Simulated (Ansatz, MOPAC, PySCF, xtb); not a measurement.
Donor–acceptor adduct: GaH3 (SMILES [GaH3]) (first 4 atoms) with C2H6O (SMILES COC); geometry from B3LYP-D3(BJ)/def2-TZVP, rigid monomers moved along the line of their centres of mass till Ga1···O6 is 3.89 Å.
(charge 0, multiplicity 1):
```xyz
13

Ga     0.7169     0.2403     0.9854
H      1.9781    -0.6968     1.1198
H     -0.6087    -0.3757     0.3769
H      0.9005     1.8057     0.9343
C     -1.6649     0.8149     4.9969
O     -0.5847    -0.0491     4.6351
C     -0.7288    -1.3725     5.1567
H     -1.7346     0.8759     6.0849
H     -2.6062     0.4432     4.5832
H     -1.4407     1.7939     4.5827
H     -0.7894    -1.3307     6.2462
H      0.1528    -1.9307     4.8540
H     -1.6263    -1.8472     4.7512
```

Interaction energies are E(AB) − E(A) − E(B) at the monomers' geometry in the complex; basis-set methods are counterpoise corrected. Rows marked so take none.

Cores are frozen in the correlated methods. Filled d and f shells under p-block atoms count as core. Rows in 6-31G* carry no dispersion term and start afresh at each structure (6-31G* with six Cartesian d functions); the Pople sets are all-electron and without relativity. MP2/6-31G* freezes PySCF's default core, which leaves 3d correlated. The state that PM7 reach isn't checked; PM7 holds dispersion and hydrogen-bond terms.

Programs: Ansatz (Gaussian basis) for Hartree–Fock, density functionals and correlated methods; MOPAC for PM7 (differences of heats of formation); PySCF for 6-31G* rows; xtb for the GFN methods. Each number belongs to the level named beside it.

| level | interaction energy (meV) |
|---|---|
| PM7 | -56.0 |
| GFN1-xTB | -223.0 |
| GFN2-xTB | -265.5 |
| PBE/def2-TZVPPD | -107.9 |
| B3LYP/6-31G* | -97.8 |
| M06-2X/6-31G* (no counterpoise) | -166.9 |
| MP2/6-31G* (no counterpoise) | -176.3 |
| SCS-MP2/aug-cc-pVDZ | ? |
| CCSD(T)/aug-cc-pVDZ | ? |

### Question
Fill in the missing entries.

### Answer

- SCS-MP2/aug-cc-pVDZ, interaction energy (meV): -130.7
- CCSD(T)/aug-cc-pVDZ, interaction energy (meV): -133.6

Ansatz is a quantum-chemistry and plane-wave program.
